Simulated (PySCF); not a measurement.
Two-component Hartree-Fock for Ge⁺ (germanium, charge +1)

Start: [Ar] 3d10 4s1 4p1 5s1; 4s1/2 filled at m_j = +1/2; 4p3/2 filled at m_j = +3/2; 5s1/2 filled at m_j = +1/2. Calculated with PySCF 2.14 in x2c-SVPall-2c with one added diffuse shell each of s, p, d type (6s7p4d, 47 functions): generalised Hartree-Fock with the X2C-1e Hamiltonian and a Gaussian nucleus; one run each with spin-orbit coupling (SO) switched off, then screened by Boettger's factors. This is a chosen level, not necessarily the ground level.

```json
{"spinor shell": "1s1/2", "electrons": "2", "ε, spin-free (eV)": "-11190.7", "ε, screened SO (eV)": "-11190.5", "weight of nominal j (screened SO)": "1.000", "rms radius, screened SO (bohr)": "0.0542"}
{"spinor shell": "2s1/2", "electrons": "2", "ε, spin-free (eV)": "-1468.6", "ε, screened SO (eV)": "-1468.6", "weight of nominal j (screened SO)": "1.000", "rms radius, screened SO (bohr)": "0.227"}
{"spinor shell": "2p1/2", "electrons": "2", "ε, spin-free (eV)": "-1281.1", "ε, screened SO (eV)": "-1302.9", "weight of nominal j (screened SO)": "1.000", "rms radius, screened SO (bohr)": "0.201"}
{"spinor shell": "2p3/2", "electrons": "4", "ε, spin-free (eV)": "-1281.1", "ε, screened SO (eV)": "-1270.5", "weight of nominal j (screened SO)": "1.000", "rms radius, screened SO (bohr)": "0.204"}
{"spinor shell": "3s1/2", "electrons": "2", "ε, spin-free (eV)": "-216.97", "ε, screened SO (eV)": "-217.00", "weight of nominal j (screened SO)": "1.000", "rms radius, screened SO (bohr)": "0.669"}
{"spinor shell": "3p1/2", "electrons": "2", "ε, spin-free (eV)": "-157.36", "ε, screened SO (eV)": "-160.45", "weight of nominal j (screened SO)": "0.998", "rms radius, screened SO (bohr)": "0.694"}
{"spinor shell": "3p3/2", "electrons": "4", "ε, spin-free (eV)": "-157.36", "ε, screened SO (eV)": "-155.92", "weight of nominal j (screened SO)": "0.999", "rms radius, screened SO (bohr)": "0.703"}
{"spinor shell": "3d3/2", "electrons": "4", "ε, spin-free (eV)": "-59.177", "ε, screened SO (eV)": "-59.615", "weight of nominal j (screened SO)": "0.936", "rms radius, screened SO (bohr)": "0.809"}
{"spinor shell": "3d5/2", "electrons": "6", "ε, spin-free (eV)": "-59.177", "ε, screened SO (eV)": "-58.944", "weight of nominal j (screened SO)": "0.958", "rms radius, screened SO (bohr)": "0.811"}
{"spinor shell": "4s1/2", "electrons": "1", "ε, spin-free (eV)": "-30.441", "ε, screened SO (eV)": "-30.452", "weight of nominal j (screened SO)": "0.999", "rms radius, screened SO (bohr)": "2.11"}
{"spinor shell": "4p3/2", "electrons": "1", "ε, spin-free (eV)": "-20.340", "ε, screened SO (eV)": "-20.241", "weight of nominal j (screened SO)": "1.000", "rms radius, screened SO (bohr)": "2.57"}
{"spinor shell": "5s1/2", "electrons": "1", "ε, spin-free (eV)": "-8.092", "ε, screened SO (eV)": "-8.097", "weight of nominal j (screened SO)": "0.999", "rms radius, screened SO (bohr)": "5.61"}
```

```
   quantity    spin-free  screened SO
E (hartree)  -2095.91313  -2095.97080
        M_J          5/2          5/2
       ⟨J²⟩        8.764        8.763
       ⟨L²⟩        2.013        2.014
       ⟨S²⟩        3.751        3.753
```

Each row is a mean over spinors that exchange with the open shell spreads, by up to 0.843 eV (3s1/2).

Without spin-orbit coupling the j labels of p, d and f shells carry no meaning; the spin-free column gives the mean over the occupied spinors of each nl shell.
